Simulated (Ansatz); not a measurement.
The same hydrogenolysis along the group C, Si, Ge.

Isolated molecules relaxed with PBE0-D4/def2-TZVP in Ansatz; ΔE leaves out vibrations. CCSD(T)/CBS is the MP2 limit (def2-TZVPP, def2-QZVPP) plus CCSD(T) − MP2 in def2-TZVPP, frozen cores. This one scheme is used for every species. DFT in def2-TZVPP. B3LYP here is the variant with VWN-RPA as its local correlation; programs differ in this. For Ge outer-core shells are correlated without core-valence functions, which leaves a few kJ/mol of doubt a bond. Scalar relativity is left out up to krypton.

```json
{"reaction": "`F[CH2][AlH2]` + H₂ → `[CH3][AlH2]` + H–F", "revPBE-D4 (eV)": "-1.31", "B3LYP-D4 (eV)": "-1.33"}
{"reaction": "`F[SiH2][AlH2]` + H₂ → `[AlH2][SiH3]` + H–F", "revPBE-D4 (eV)": "0.91", "B3LYP-D4 (eV)": "1.01"}
{"reaction": "`[F][GeH2][AlH2]` + H₂ → `[AlH2][GeH3]` + H–F", "revPBE-D4 (eV)": "0.32", "B3LYP-D4 (eV)": "0.36"}
```

Task: Give the CCSD(T)/CBS values in the same order. (Estimate.)

Result: Ansatz gave: -1.49, 0.96, 0.24 eV.

Largest T1 diagnostic: 0.012, for `[AlH2][SiH3]`.
